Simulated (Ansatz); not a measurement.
C2H8N2Zn (`C[N](C)[Zn][NH2]`). The species carries charge 0 and has multiplicity 1.

Cartesian coordinates in Å:
```
C 0.544 -0.402 1.605
N 0.389 -0.045 0.221
C 1.651 0.170 -0.431
Zn -1.208 0.116 -0.602
N -2.866 0.246 -1.315
H 1.068 0.382 2.176
H 1.128 -1.328 1.728
H -0.424 -0.562 2.087
H 2.228 0.981 0.044
H 1.517 0.439 -1.482
H 2.288 -0.730 -0.403
H -3.185 1.158 -1.606
H -3.131 -0.425 -2.021
```

**Question.** What are the harmonic wavenumbers in cm⁻¹ at PBE0-D4/def2-TZVP (Ansatz, finite differences of forces, unscaled)? (Best estimate.)

**Answer.** Ansatz gave: 80, 100, 130, 176, 232, 253, 269, 313, 387, 543, 699, 757, 1022, 1093, 1117, 1155, 1241, 1303, 1441, 1463, 1466, 1468, 1499, 1517, 1565, 2946, 2953, 2972, 2984, 3093, 3095, 3574, 3666.

**Question.** Is this a minimum?

**Answer.** Yes, all 33 modes are real.

**Question.** Give the ideal-gas thermochemistry at 298.15 K and 1 bar (rigid rotor, harmonic oscillator; point group Cs, symmetry number 1).

**Answer.** Zero-point energy 278.6 kJ/mol; H(298) − E = 303.0 kJ/mol; entropy 372.3 J/(mol·K), of which translation 169.1, rotation 112.4, vibration 90.8; G(298) − E = 192.0 kJ/mol. Modes under 100 cm⁻¹ are hindered rotations or soft bends, so the harmonic entropy is rough.
